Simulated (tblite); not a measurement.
CH8N2Si.
SMILES with atom numbers: `[NH2:1][CH2:2][SiH2:3][NH2:4]` (hydrogens: H5, H6 on N1; H7, H8 on C2; H9, H10 on Si3; H11, H12 on N4)

Computed with GFN2-xTB (tblite), gas phase: Langevin dynamics at 300 K from the optimised GFN2-xTB geometry, time step 0.5 fs, friction 0.01 fs⁻¹, 2000 steps. Over the second half of the run the saved frames average 293 K.

The optimised geometry, where the run starts:
```
atom  x, y, z in Å
N1     -1.644    0.830    0.277
C2     -0.952   -0.423    0.586
Si3     0.615   -0.753   -0.458
N4      1.599    0.645   -0.221
H5     -1.949    0.817   -0.691
H6     -0.992    1.603    0.366
H7     -0.713   -0.399    1.653
H8     -1.674   -1.231    0.454
H9      0.302   -0.744   -1.889
H10     1.200   -2.043   -0.065
H11     2.448    0.730   -0.757
H12     1.763    0.968    0.719
```

t = 25 fs, T = 184 K, E(pot) 0.310 eV above the start
```
atom  x, y, z in Å  |  force x, y, z in eV/Å
N1     -1.562    0.878    0.306   -0.253  -0.091   0.936
C2     -1.030   -0.476    0.528   -1.044  -0.041  -1.077
Si3     0.587   -0.736   -0.416    0.943   0.652   0.885
N4      1.573    0.700   -0.244   -0.951  -0.401   0.178
H5     -2.099    0.954   -0.530   -0.154  -0.091  -0.622
H6     -0.846    1.595    0.301    0.073  -0.260  -0.043
H7     -0.869   -0.604    1.561    0.431   0.190   1.472
H8     -1.854   -1.227    0.355    0.759   0.738  -0.425
H9      0.446   -0.803   -1.813   -0.301  -0.187  -1.356
H10     1.280   -1.888    0.124    0.113  -0.435   0.149
H11     2.379    0.804   -0.843   -0.125   0.246   0.549
H12     1.498    1.289    0.585    0.510  -0.320  -0.646
```

t = 125 fs, T = 202 K, E(pot) 0.248 eV above the start
```
atom  x, y, z in Å  |  force x, y, z in eV/Å
N1     -1.939    1.004    0.226   -0.173  -0.965  -0.095
C2     -1.224   -0.199    0.726   -0.147   0.295  -0.242
Si3     0.422   -0.548   -0.211   -0.394  -0.019  -0.009
N4      1.014    1.048   -0.490    1.683   0.256  -0.478
H5     -2.080    0.920   -0.780    0.078   0.149   0.166
H6     -1.390    1.830    0.414    0.147   0.002  -0.150
H7     -1.038    0.058    1.770   -0.029  -0.495   0.113
H8     -1.889   -1.089    0.657    0.226   0.747   0.207
H9      0.097   -0.926   -1.625    0.215  -0.168   0.619
H10     1.420   -1.304    0.603   -0.456  -0.124  -0.337
H11     1.873    0.966   -1.074   -0.898   0.475   0.469
H12     1.287    1.606    0.318   -0.253  -0.154  -0.262
```

t = 150 fs, T = 158 K, E(pot) 0.306 eV above the start
```
atom  x, y, z in Å  |  force x, y, z in eV/Å
N1     -2.035    0.946    0.175    0.204  -0.233  -0.015
C2     -1.261   -0.185    0.742    0.201   0.030  -0.338
Si3     0.400   -0.534   -0.148    0.698  -0.576   0.188
N4      0.961    1.065   -0.497   -0.498  -0.222   0.684
H5     -2.291    0.701   -0.775   -0.173  -0.112  -0.075
H6     -1.469    1.795    0.063   -0.011  -0.484   0.352
H7     -1.067    0.044    1.802   -0.380  -0.254  -0.263
H8     -1.848   -1.124    0.629    0.052   0.838   0.467
H9      0.271   -1.251   -1.413   -0.193   0.266  -0.315
H10     1.206   -1.644    0.604   -0.416   1.065  -0.170
H11     1.505    1.348   -1.279    0.427  -0.078  -0.313
H12     0.969    1.770    0.233    0.088  -0.239  -0.201
```

t = 200 fs, T = 230 K, E(pot) 0.365 eV above the start
```
atom  x, y, z in Å  |  force x, y, z in eV/Å
N1     -2.171    0.835    0.187   -0.729  -0.121  -0.759
C2     -1.352   -0.138    0.881    1.452   0.271  -0.363
Si3     0.394   -0.486    0.093    0.388  -0.812   1.040
N4      0.944    0.984   -0.591    0.439   0.442  -1.245
H5     -2.635    0.390   -0.612    0.265   0.319   0.189
H6     -1.614    1.621   -0.164   -0.148  -0.493   0.160
H7     -1.261    0.250    1.870    0.358   0.328   0.992
H8     -1.798   -1.103    1.012   -0.807  -0.358  -0.247
H9      0.215   -1.509   -0.944    0.085   0.243  -0.141
H10     1.332   -1.189    1.187   -0.784   0.764  -0.908
H11     1.413    1.111   -1.503   -0.413  -0.573   0.875
H12     1.083    1.838   -0.084   -0.105  -0.009   0.408
```

t = 325 fs, T = 257 K, E(pot) 0.392 eV above the start
```
atom  x, y, z in Å  |  force x, y, z in eV/Å
N1     -2.027    0.804    0.134   -0.499   0.415  -1.141
C2     -1.376    0.041    1.191    0.783   0.193  -0.577
Si3     0.208   -0.763    0.502    0.697  -1.841   0.757
N4      1.042    0.389   -0.441    0.903   2.084   0.443
H5     -2.252    0.216   -0.653   -0.665  -0.860   0.028
H6     -1.425    1.437   -0.402    0.372   0.235   1.067
H7     -1.233    0.758    1.986    0.243  -0.001   0.423
H8     -2.026   -0.745    1.552   -0.388   0.060  -0.010
H9     -0.116   -1.912   -0.427    0.031   0.632   0.377
H10     1.215   -1.331    1.528   -0.861   0.295  -0.368
H11     1.995    0.159   -0.682   -0.116  -0.352  -0.330
H12     1.180    1.300    0.060   -0.500  -0.859  -0.669
```

t = 350 fs, T = 363 K, E(pot) 0.382 eV above the start
```
atom  x, y, z in Å  |  force x, y, z in eV/Å
N1     -2.069    0.870    0.173   -0.758  -1.583  -0.959
C2     -1.364    0.124    1.216    2.303   2.265  -0.783
Si3     0.120   -0.917    0.588   -0.175   1.781  -1.012
N4      0.990    0.259   -0.369    0.258  -0.539  -0.158
H5     -2.348    0.099   -0.470   -0.317   0.857   0.259
H6     -1.487    1.436   -0.423    0.574   0.311   0.234
H7     -1.034    0.890    1.951   -0.147  -0.547  -0.102
H8     -2.060   -0.495    1.637   -1.741  -1.424   1.320
H9     -0.270   -1.873   -0.414   -0.220  -0.387  -0.426
H10     0.636   -1.640    1.685    0.707  -0.459   0.982
H11     1.804   -0.016   -0.896   -0.024  -0.500  -0.009
H12     1.123    1.246   -0.256   -0.462   0.225   0.653
```

t = 400 fs, T = 316 K, E(pot) 0.427 eV above the start
```
atom  x, y, z in Å  |  force x, y, z in eV/Å
N1     -1.961    0.976    0.298   -1.216  -1.272   0.939
C2     -1.332    0.104    1.338   -2.694   0.219  -0.242
Si3     0.026   -1.056    0.755    0.394  -1.536   0.442
N4      0.987   -0.038   -0.229    0.302   0.383  -0.169
H5     -2.639    0.438   -0.267    0.846   0.438   0.156
H6     -1.250    1.385   -0.241    0.773   0.433  -1.073
H7     -1.011    0.849    2.054    0.331  -0.216   0.531
H8     -2.249   -0.437    1.778    1.506   0.528  -0.245
H9     -0.223   -2.294   -0.123   -0.137   0.980   0.342
H10     0.599   -1.767    1.989   -0.186   0.598  -0.519
H11     1.643   -0.576   -0.778    0.239   0.611  -0.004
H12     1.278    0.932   -0.022   -0.158  -1.166  -0.159
```

t = 500 fs, T = 315 K, E(pot) 0.359 eV above the start
```
atom  x, y, z in Å  |  force x, y, z in eV/Å
N1     -1.829    0.855    0.864   -0.412  -0.203   0.404
C2     -1.345   -0.279    1.627   -0.894  -0.975  -0.069
Si3     0.002   -1.421    0.818    1.326   0.126  -0.719
N4      1.217   -0.497   -0.155   -1.244  -0.891   0.921
H5     -2.184    0.593   -0.042    0.238  -0.014  -0.190
H6     -1.106    1.534    0.810    0.517   0.627  -0.481
H7     -1.086    0.104    2.603    0.296   0.045   0.322
H8     -2.273   -0.898    1.792    0.869   0.163  -0.017
H9     -0.676   -2.101   -0.280   -0.131  -0.204  -0.037
H10     0.768   -2.459    1.673   -0.743   0.814  -0.291
H11     1.946   -1.077   -0.554   -0.155   0.186   0.098
H12     1.630    0.261    0.351    0.334   0.326   0.058
```

t = 875 fs
```
atom  x, y, z in Å
N1     -1.925    0.599    0.855
C2     -1.442   -0.732    1.250
Si3     0.027   -1.466    0.285
N4      1.287   -0.230    0.514
H5     -2.203    0.667   -0.139
H6     -1.205    1.277    1.033
H7     -1.250   -0.548    2.283
H8     -2.397   -1.384    1.114
H9     -0.144   -1.671   -1.141
H10     0.131   -2.850    0.924
H11     2.207   -0.232    0.176
H12     1.381    0.112    1.469
```

**Question.** Estimate the potential energy and the forces of this last frame.

**Answer.** 0.374 eV above the start.

| atom | Fx (eV/Å) | Fy (eV/Å) | Fz (eV/Å) |
| --- | --- | --- | --- |
| N1 | -0.480 | 0.076 | -0.795 |
| C2 | -2.067 | -0.030 | -1.336 |
| Si3 | 0.988 | 0.048 | 0.822 |
| N4 | -1.865 | -0.510 | 0.960 |
| H5 | 0.393 | -0.186 | 0.681 |
| H6 | 0.289 | 0.305 | -0.144 |
| H7 | 0.185 | -0.651 | 0.884 |
| H8 | 1.598 | 0.618 | 0.529 |
| H9 | -0.010 | 0.190 | -0.174 |
| H10 | 0.233 | 0.661 | -0.319 |
| H11 | 1.077 | -0.448 | -0.942 |
| H12 | -0.344 | -0.073 | -0.167 |

The bond farthest from its length at the start is C2–H8 (1.164 against 1.092 Å), and half the difference of its two atoms' forces along it is -1.79 eV/Å (positive lengthens). The largest atomic force is 2.46 eV/Å.

The cost below is that of the whole dynamics run. On an Intel Xeon at 2.50 GHz with one thread, on a shared host, this took 21 s and 0.18 GiB of memory at its peak.
